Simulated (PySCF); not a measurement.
# A ladder for the ionisation energy of Pd

Pd [Kr] 4d10 (1S) → Pd⁺ [Kr] 4d9 (2D). Scalar values calculated with PySCF 2.14 in aug-cc-pwCVTZ-PP with ECP28MDF (ECP; valence: 4s2 4p6 frozen; valence and next inner shell: nothing frozen). The spin-orbit shift comes from two-component X2C-1e calculations (generalised Hartree-Fock, GHF, and MP2 on its spinors, GMP2) in x2c-QZVPPall-2c: GMP2 gives 8.891 eV without and 8.703 eV with screened spin-orbit coupling, a shift of -0.188 eV (GHF: -0.176 eV). Sums use unrounded values; where a UHF row is shifted, it takes the GHF shift.

```
                                method  scalar (eV)
                                   UHF        6.228
                         MP2 (valence)        8.690
                     SCS-MP2 (valence)        8.450
                        CCSD (valence)        8.073
                     CCSD(T) (valence)        8.311
                                   LDA        9.227
                                   PBE        8.780
                                  PBE0        8.379
                                r2SCAN        8.418
                                   M06        9.035
                                 B3LYP        8.604
                                 B97-3        8.351
    MP2 (valence and next inner shell)        8.858
SCS-MP2 (valence and next inner shell)        8.528
```

Question: Form a composite estimate from CCSD(T) (valence) and the spin-orbit shift, and compare it with the reference, 8.337 eV (measured; NIST Atomic Spectra Database, ionization energies).

Answer: 8.311 + (-0.188) = 8.123 eV, an error of -0.213 eV.

The errors of the correlated levels include the incompleteness of the basis and the frozen core, so a lower level can come closer by cancellation.
